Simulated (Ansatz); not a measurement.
Isolated molecules relaxed with PBE0-D4/def2-TZVP in Ansatz; ΔE leaves out vibrations. CBS: MP2 limit from def2 TZ/QZ plus the TZ coupled-cluster correction, frozen cores. This one scheme is used for every species. Functionals use def2-TZVPP. B3LYP here is the variant with VWN-RPA as its local correlation; programs differ in this. For Ge outer-core shells are correlated without core-valence functions, which leaves a few kJ/mol of doubt a bond. Scalar relativity is left out up to krypton. Each species was taken in one conformer, which may not be the lowest.

Consider the hydrogenolysis of a Ge–Si bond: `[NH2][GeH2][SiH2]O` + H₂ → `[NH2][GeH3]` + `O[SiH3]`.

| level | ΔE (kJ/mol) | difference from CCSD(T)/CBS |
| --- | --- | --- |
| PBE0-D4 | 3.8 | 7.7 |
| B3LYP-D4 | -1.6 | 2.3 |
| ωB97M-V | -5.4 | -1.5 |
| PBE | 5.6 | 9.5 |
| r2SCAN | 0.9 | 4.8 |
| PBE0 | -3.6 | 0.3 |
| B3LYP | -14.9 | -11.0 |
| HF/def2-TZVPP | -50.8 | -46.9 |
| SCS-MP2/def2-TZVPP | -15.8 | -11.9 |
| MP2/def2-QZVPP | -3.9 | 0.0 |
| CCSD(T)/CBS | -3.9 | 0 |

Largest T1 diagnostic among the species: 0.012.

From PBE to PBE0 (25 % exact exchange), in def2-TZVPP and without D4, ΔE moves by −9.2 kJ/mol. The D4 term adds +13.3 kJ/mol with B3LYP and +7.3 kJ/mol with PBE0; it sums over pairs of atoms, weighted by their polarisabilities, and B3LYP, whose exchange is more repulsive, gets the larger term. In def2-TZVPP, CCSD(T) changes the Hartree–Fock value by +42.6 kJ/mol (the triples alone add +7.6 kJ/mol) and MP2 by +45.1 kJ/mol.
